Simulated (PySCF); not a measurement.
GeHCl3, SMILES [Cl][GeH]([Cl])[Cl]. Heavy atoms are numbered as in [GeH:1]([Cl:2])([Cl:3])[Cl:4]. Hydrogens are named by the atom that carries them.

The structure is a stationary point at B3LYP-D3(BJ)/def2-SVP. The isomer is the one that the SMILES or the coordinates give; other isomers of the formula were not compared.

Level of theory: PySCF with PBE0/pcSseg-1.

GIAO shieldings, no solvent; atoms alike by connectivity are averaged. δ = σ(ref) − σ: ⁷³Ge against GeH4 (σ = 1658.3 ppm); ³⁵Cl against HCl (σ = 945.9 ppm); ¹H against TMS (σ = 31.56 ppm), references at their B3LYP-D3(BJ)/def2-TZVP geometries, non-relativistic (without spin–orbit terms, shifts of atoms bonded to Cl or Br come out too high).

```json
[
 {"nucleus": "⁷³Ge", "atoms": "Ge1 (GeH)", "count": "1", "δ (ppm)": "456.1"},
 {"nucleus": "³⁵Cl", "atoms": "Cl2", "count": "3", "δ (ppm)": "170.1"},
 {"nucleus": "¹H", "atoms": "H on Ge1", "count": "1", "δ (ppm)": "7.26"}
]
```
